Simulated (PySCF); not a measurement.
Electron correlation in Sc (scandium, neutral)

[Ar] 4s2 4p1, 2P determinant (an excited configuration). Computed with PySCF 2.14 in x2c-TZVPPall (6s5p4d2f1g, 64 functions), with the spin-free X2C one-electron Hamiltonian (Gaussian nucleus). Frozen: [Ar]; 3 electrons correlated.

MP2 pair energies summed by pair of shells (mhartree):

```tsv
pair	energy	share (%)
4s-4p	-15.68	51.2
4s-4s	-14.94	48.8
```

Total MP2 correlation energy: -30.62 mhartree.

Same-spin part -2.20 and opposite-spin part -28.42 mhartree; SCS-MP2 scales them by 1/3 and 6/5 to -34.84 mhartree.

The basis was made for the ground configuration and has no added diffuse functions, which can raise the energy of the promoted electron.
